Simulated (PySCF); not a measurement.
# One molecule, several mistakes: BH4NSi2

Calculated results; nothing here was measured. They come from PySCF 2.14.0, an open-source quantum chemistry program, on an isolated molecule that a program drew, which may never have been made. The molecule is BH4NSi2 (charge 0, singlet), drawn as the SMILES string `N=[SiH]B[SiH]`.

Each row is a Hartree-Fock (HF) and frozen-core CCSD(T) single point in the cc-pV(D+d)Z basis, meant for a local HF minimum. Run 1 is clean. Each other run has one planted mistake out of seven kinds, and not every kind appears here: one electron removed, one electron added, multiplicity raised by two, geometry at a saddle point, minimal basis STO-3G, one bond length entered in bohr, all coordinates scaled. The reference is restricted for singlets and unrestricted otherwise, and also for a bond in bohr. Adding or removing an electron swaps singlet and doublet. Electrons count all cores. HOMO and LUMO are orbital energies over both spins, the gradient is its largest component, and the lowest frequency (negative if imaginary) is given only where the gradient is small. Bond lengths are over the 7 bonds as drawn. T1 is the CCSD diagnostic: over 0.02 (restricted) or 0.045 (unrestricted) a single reference is doubtful.

Geometry of the clean run:
```xyz
8
BH4NSi2, angstrom
N    -2.2953   -1.3053   -1.1016
Si   -3.0905   -0.6392    0.0896
B    -2.5184    0.7993    1.4047
Si   -1.1407    0.5704    2.8343
H    -1.3547   -1.0451   -1.3385
H    -4.4607   -1.1296    0.3407
H    -3.0512    1.8735    1.2862
H    -2.2246    0.1182    3.7996
```

```
run,electrons,basis functions,<S^2>,HOMO (eV),LUMO (eV),gradient (hartree/bohr),lowest frequency (cm^-1),mean bond (Å),longest bond (Å),T1,HF (hartree),CCSD(T) (hartree),mistake
1,44,94,0.000,-9.04,0.15,3.0e-05,52,1.5451,2.031,0.0243,-659.20594,-659.70175,no fault
2,44,94,2.132,-8.18,-0.42,2.4e-02,-,1.5451,2.031,0.0361,-659.17833,-659.65133,multiplicity raised by two
3,44,32,0.000,-5.91,5.62,3.9e-02,-,1.5451,2.031,0.0225,-651.45606,-651.68986,?
4,44,94,2.034,-8.08,0.72,2.2e-02,-,1.7459,2.985,0.0678,-659.08163,-659.52339,?
```

**Which mistake was planted in run 3, and what did it cost?**

It has 32 basis functions where the clean run has 94, with the same electrons and geometry. So the mistake is: minimal basis STO-3G. Subtracting run 1 and multiplying by 627.51 kcal/mol a hartree, the energy moved by 4863.1 kcal/mol in HF and 5027.5 kcal/mol in CCSD(T).

**Which mistake was planted in run 4, and what did it cost?**

The mean bond changes by a factor of 1.130 and the longest by 1.470, so the molecule wasn't scaled as a whole. A length L in bohr read as angstrom grows by (1/0.5292 - 1) L = 0.890 L. The 7 bonds together grew by 7 x 0.2008 = 1.406 Å, which gives L = 1.580 Å. That is bond N1-Si2, 1.580 Å in the clean geometry. So the mistake is: one bond length entered in bohr. Subtracting run 1 and multiplying by 627.51 kcal/mol a hartree, the energy moved by 78.0 kcal/mol in HF and 111.9 kcal/mol in CCSD(T).

Cautions from the logs. Run 1: T1 is over the limit, so its CCSD(T) energy is less reliable; run 3: T1 is over the limit, so its CCSD(T) energy is less reliable; run 4: T1 is over the limit, so its CCSD(T) energy is less reliable.
